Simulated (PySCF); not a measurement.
Lewis adduct: AlH3 (SMILES [AlH3]) (first 4 atoms) with C2H6O (SMILES COC); geometry from B3LYP-D3(BJ)/def2-TZVP, rigid monomers moved along the line of their centres of mass till Al1···O6 is 2.28 Å.
(charge 0, multiplicity 1):
```xyz
13

Al     0.07527    -0.21232     0.65209
H     -1.44493    -0.37966     0.19925
H      0.73711     1.20981     0.36305
H      1.01513    -1.50009     0.62713
C      0.37913    -0.96235     3.87253
O     -0.19810    -0.06982     2.91252
C     -0.99949     0.97259     3.48060
H     -0.41438    -1.45423     4.43843
H      1.02996    -0.40297     4.54734
H      0.95404    -1.69436     3.31412
H     -1.83266     0.53504     4.03328
H     -1.37572     1.57429     2.65816
H     -0.38661     1.58759     4.14182
```

Interaction energies are E(AB) − E(A) − E(B) at the monomers' geometry in the complex; basis-set methods are counterpoise corrected. Rows marked so take none.

Rows in 6-311+G**, 6-31G*, STO-3G carry no dispersion term and start afresh at each structure (6-31G* with six Cartesian d functions).

Run with PySCF for 6-311+G** rows, 6-31G* rows, STO-3G rows. Values without a source in brackets are computed.

**Question.** One of these levels gives -91.3 kJ/mol for the interaction energy. Which?
A) B3LYP/6-31G* (no counterpoise)
B) B3LYP/6-311+G** (no counterpoise)
C) HF/STO-3G (no counterpoise)

**Answer.** B, B3LYP/6-311+G** (no counterpoise). The others give -119.5 (HF/STO-3G (no counterpoise)), -101.6 (B3LYP/6-31G* (no counterpoise))
